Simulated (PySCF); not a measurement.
Which basis set comes closest?

Molecule: SMILES O=C(Cl)c1ccsc1, C5H3ClOS.

Atom-mapped SMILES (the numbers label the heavy atoms): `[O:1]=[C:2]([Cl:3])[c:4]1[cH:5][cH:6][s:7][cH:8]1`. Hydrogens are named by the atom that carries them.

Geometry PBE0-D3(BJ)/def2-SVP throughout; GIAO in PySCF, gas phase, one conformer, non-relativistic; equivalent atoms averaged; functional PBE0.

Reference values (estimated from measurements, as parent shift plus tabulated substituent increments; solution, not stated per compound (mostly CDCl3 or CCl4); Pretsch, Buehlmann, Badertscher, Structure Determination of Organic Compounds, 4th ed. (2009)): δ(H(C8)) = 8.25 ppm, δ(H(C5)) = 7.46 ppm, δ(H(C6)) = 7.23 ppm. Computed shifts are taken against TMS, calculated as an isolated molecule at each level.

Question: How do the basis sets STO-3G, 6-31G, 6-31G*, pcSseg-1, 6-311+G(2d,p) perform against the reference? Times are CPU seconds on 1 thread of an Arm Neoverse V1, shared host.

Answer: 
```csv
basis set,functions,H(C8),H(C5),H(C6),mean abs. error H,core-s
STO-3G,51,7.64,6.85,6.80,0.55,5
6-31G,86,8.16,7.76,7.16,0.15,9.8
6-31G*,126,7.93,7.47,6.89,0.22,14
pcSseg-1,165,8.23,7.71,7.17,0.11,18
"6-311+G(2d,p)",250,8.59,7.82,7.38,0.28,38
```

For $^{1}$H the closest is pcSseg-1 (0.11 ppm) and the furthest STO-3G (0.55 ppm). Where a smaller basis beats a larger one, errors probably cancel. One molecule is a small sample, and vibrational and solvent effects are absent from the calculation.

A small basis that lands close on one nucleus may do so by chance; judge by the trend and by all nuclei.
